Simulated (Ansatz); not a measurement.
`[SiH3][SiH2][GaH2]` and `O[SiH]([SiH3])[GaH2]` differ in one atom or group.

Ansatz, PBE0-D4/def2-TZVP geometries, multiplicity 1. Each molecule was computed in one conformer, which needn't be the lowest.

Scalar relativity is left out up to krypton.

```json
{"property": "ideal-gas entropy at 298 K and 1 bar (rigid rotor, harmonic PBE0-D4/def2-TZVP) / J/(mol·K)", "`[SiH3][SiH2][GaH2]`": "368"}
{"property": "HOMO–LUMO gap (PBE/def2-TZVPP) / eV", "`[SiH3][SiH2][GaH2]`": "3.47"}
{"property": "HOMO–LUMO gap (B3LYP/def2-TZVPP) / eV", "`[SiH3][SiH2][GaH2]`": "4.82"}
{"property": "zero-point energy (PBE0-D4/def2-TZVP) / kJ/mol", "`[SiH3][SiH2][GaH2]`": "143.3"}
{"property": "LUMO energy (B3LYP/def2-TZVPP) / eV", "`[SiH3][SiH2][GaH2]`": "-2.46"}
{"property": "size of the dipole moment (B3LYP/def2-TZVPP) / D", "`[SiH3][SiH2][GaH2]`": "0.23"}
```

**Question.** What does the change do to each property? (Estimate.)

**Answer.** Ansatz gave: 
```csv
property,`O[SiH]([SiH3])[GaH2]`,shift
"ideal-gas entropy at 298 K and 1 bar (rigid rotor, harmonic PBE0-D4/def2-TZVP) / J/(mol·K)",396,28
HOMO–LUMO gap (PBE/def2-TZVPP) / eV,3.14,-0.33
HOMO–LUMO gap (B3LYP/def2-TZVPP) / eV,4.54,-0.28
zero-point energy (PBE0-D4/def2-TZVP) / kJ/mol,159.7,16.4
LUMO energy (B3LYP/def2-TZVPP) / eV,-2.43,0.03
size of the dipole moment (B3LYP/def2-TZVPP) / D,1.24,1.01
```

The zero-point energy changes by 16.4 kJ/mol with +3 modes. Dipoles are sizes alone; their direction can turn.

B3LYP here is the variant with VWN-RPA as its local correlation; programs differ in this.
